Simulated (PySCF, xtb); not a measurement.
CsCl, SMILES [Cl][Cs].

GFN2-xTB in xtb at its own geometry gives an orbital gap of 1.78 eV and a dipole moment of 8.89 D.

Geometry optimised at B3LYP-D3(BJ)/def2-TZVPD. The def2 effective core potentials stand for the cores of Cs; spin–orbit coupling is left out.

Task: What does PBE/def2-TZVPD (PySCF) give? (An estimate is asked for; the answer gives what the named calculation found.)

Result: gap 3.11 eV (levels -4.73 and -1.62 eV), dipole 10.24 D.
